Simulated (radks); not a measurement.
Isoelectronic series with 2 electrons, each ion in its NIST ground configuration. Method: scalar-relativistic Kohn-Sham, SCAN, spin-polarised, spherical densities, finite nucleus; meta-GGA in the generalised Kohn-Sham scheme; Fermi nuclear charge, rms radius of each element as measured or else 0.836 A^(1/3) + 0.57 fm; computed with a radial shooting solver on a logarithmic mesh with Libxc functionals. Total energies (hartree) and mean radii <r> (bohr):

\begin{tabular}{lrrr}
ion & configuration & E (hartree) & 1s \\ \hline
He & [He] & -2.90510 & 0.9358 \\
B3+ & [He] & -22.04023 & 0.3252 \\
O6+ & [He] & -59.20850 & 0.1968 \\
Cl15+ & [He] & -279.60316 & 0.08984 \\
Ca18+ & [He] & -389.72698 & 0.07595 \\
Fe24+ & [He] & -665.91249 & 0.05787 \\
Cu27+ & [He] & -832.39644 & 0.05165 \\
Br33+ & [He] & -1223.45098 & 0.04239 \\
Sr36+ & [He] & -1448.65239 & 0.03885 \\
Nb39+ & [He] & -1694.12211 & 0.03582 \\
Ru42+ & [He] & -1960.27792 & 0.03320 \\
Ag45+ & [He] & -2247.59078 & 0.03089 \\
Sn48+ & [He] & -2556.57634 & 0.02886 \\
I51+ & [He] & -2887.81323 & 0.02705 \\
Ba54+ & [He] & -3241.9426 & 0.02542 \\
Pr57+ & [He] & -3619.6800 & 0.02395 \\
Sm60+ & [He] & -4021.7853 & 0.02261 \\
Tb63+ & [He] & -4449.2046 & 0.02138 \\
\end{tabular}
